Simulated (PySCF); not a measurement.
Electron correlation in Ar²⁺ (argon, charge +2)

[Ne] 3s2 3p4, high-spin 3P determinant. Computed with PySCF 2.14 in cc-pVTZ-DK, with scalar relativity by spin-free X2C-1e. Frozen: [Ne]; 6 electrons correlated.

MP2 pair energies summed by pair of shells (mhartree):

```tsv
pair	energy	share (%)
3p-3p	-61.22	47.1
3s-3p	-59.10	45.5
3s-3s	-9.64	7.4
```

Total MP2 correlation energy: -129.96 mhartree.

Same-spin part -29.80 and opposite-spin part -100.16 mhartree; SCS-MP2 scales them by 1/3 and 6/5 to -130.13 mhartree.

| level | correlation energy (mhartree) |
| --- | --- |
| CCSD | -155.00 |
| (T) | -3.85 |
| CCSD(T) | -158.85 |

Diagnostics: T1 = 0.0074, D1 = 0.0239, largest double amplitude 0.053.

Cost of the coupled-cluster step: 0.28 s of wall time on 1 thread of Neoverse-V2 (shared host), for 6 correlated electrons.

Iterations:

```
CC2 = 0
CCSD nocc = (np.int64(4), np.int64(2)), nmo = (29, 29)
frozen orbitals [[0, 1, 2, 3, 4], [0, 1, 2, 3, 4]]
max_cycle = 100
direct = 0
conv_tol = 1e-08
conv_tol_normt = 1e-06
diis_space = 8
diis_start_cycle = 0
Init t2, MP2 energy = -0.129958004448431
Init E_corr(UCCSD) = -0.129958004452001
cycle = 1  E_corr(UCCSD) = -0.14927577664442  dE = -0.0193177722  norm(t1,t2) = 0.0376054
cycle = 2  E_corr(UCCSD) = -0.153307659952138  dE = -0.00403188331  norm(t1,t2) = 0.0118134
cycle = 3  E_corr(UCCSD) = -0.155047073044903  dE = -0.00173941309  norm(t1,t2) = 0.00451087
cycle = 4  E_corr(UCCSD) = -0.15499471204437  dE = 5.23610005e-05  norm(t1,t2) = 0.000472572
cycle = 5  E_corr(UCCSD) = -0.154996802231999  dE = -2.09018763e-06  norm(t1,t2) = 5.94624e-05
cycle = 6  E_corr(UCCSD) = -0.154996769789766  dE = 3.24422329e-08  norm(t1,t2) = 8.77649e-06
cycle = 7  E_corr(UCCSD) = -0.154996915508684  dE = -1.45718918e-07  norm(t1,t2) = 1.15404e-06
cycle = 8  E_corr(UCCSD) = -0.154996877262815  dE = 3.82458692e-08  norm(t1,t2) = 2.48763e-07
cycle = 9  E_corr(UCCSD) = -0.154996879768992  dE = -2.50617743e-09  norm(t1,t2) = 4.52185e-08
UCCSD converged
E(UCCSD) = -527.2727205654245  E_corr = -0.154996879768992
UCCSD(T) correction = -0.00385034250327498
```
